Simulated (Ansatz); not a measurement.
Frontier orbitals of `[Cl][Ti]([Cl])([Cl])[Br]`.

| atom | x (Å) | y (Å) | z (Å) |
| --- | --- | --- | --- |
| Cl1 | 2.124 | 0.370 | 0.264 |
| Ti2 | 0.017 | -0.011 | -0.026 |
| Cl3 | -0.674 | 1.043 | -1.783 |
| Cl4 | -0.307 | -2.132 | -0.282 |
| Br5 | -1.161 | 0.729 | 1.826 |

The species carries charge 0 and has multiplicity 1. Correlated methods include outer-core shells of Br, Ti, which these sets cover unevenly. Scalar relativity is left out up to krypton. The geometry is a stationary point of PBE0-D4/def2-TZVP. Basis def2-TZVPP, Ansatz.

```tsv
functional	HOMO (eV)	LUMO (eV)	gap (eV)
PBE	-7.89	-4.52	3.37
PBE0	-9.17	-3.73	5.44
B3LYP	-8.89	-3.93	4.96
BHLYP	-10.28	-2.70	7.58
LC-ωPBE	-11.83	-1.75	10.08
ωB97X-V	-11.46	-1.69	9.77
ωB97M-V	-11.30	-1.63	9.67
```

Against PBE, PBE0 changes HOMO and LUMO by −1.28 and +0.79 eV, ωB97M-V by −3.41 and +2.90 eV. A gap of 3.37 eV thus becomes 9.67 eV for the same molecule, so an orbital gap means little without its functional.

B3LYP here is the variant with VWN-RPA as its local correlation; programs differ in this. LC-ωPBE has ω = 0.4 bohr⁻¹.
